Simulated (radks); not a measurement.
F2+, configuration [He] 2s1.5 2p3.5 (fractional occupations, a model configuration). Method: non-relativistic Kohn-Sham, revPBE, spin-polarised, spherical densities, point nucleus; open shells are filled with parallel spins first; computed with a radial shooting solver on a logarithmic mesh with Libxc functionals.

Unscreened Slater integrals over Kohn-Sham orbitals (hartree). They are taken over the spin-up orbitals.

F0(2p,2p): 1.0393
F2(2p,2p): 0.47909
F0(2p,2s): 1.0123
G1(2p,2s): 0.61408
F0(2p,1s): 1.4637
G1(2p,1s): 0.18005
F0(2s,2s): 0.99642
F0(2s,1s): 1.4062
G0(2s,1s): 0.11123
F0(1s,1s): 5.3375

Derived for the open shells (J is the average intra-shell exchange parameter used in DFT+U). 2p: J = F2/5 = 0.09582 hartree.
